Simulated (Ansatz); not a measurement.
Cu3Cl4⁻. Charge -1, multiplicity 1. Geometry PBE-D4/def2-SVPD, basis def2-TZVPD, Ansatz.

```xyz
7

Cu   -1.4263   -1.0036    1.7573
Cu    0.0019   -0.4697   -0.3026
Cu    1.4252    1.1945   -1.6341
Cl    3.4396    1.8055   -1.2730
Cl    0.6436   -1.6863    1.4213
Cl   -0.6388    0.5928   -2.1259
Cl   -3.4453   -0.4333    2.1571
```

```csv
run,HOMO (eV),LUMO (eV)
A,-3.49,1.53
B,-2.17,0.97
C,-2.30,1.21
D,-3.73,1.79
```

B3LYP takes the VWN-RPA correlation. The structure comes from a short search, and lower isomers may exist.

The runs used B3LYP, PBE, PBE0, r2SCAN. Estimate which is which.

A B3LYP (20 % exact exchange); B PBE (0 % exact exchange); C r2SCAN (0 % exact exchange); D PBE0 (25 % exact exchange). Exact exchange lowers occupied and raises empty levels; among semilocal functionals meta-GGAs tend to open the gap a little, and such runs are hard to tell apart. The gap grows from 3.13 eV (PBE) to 5.52 eV (PBE0).
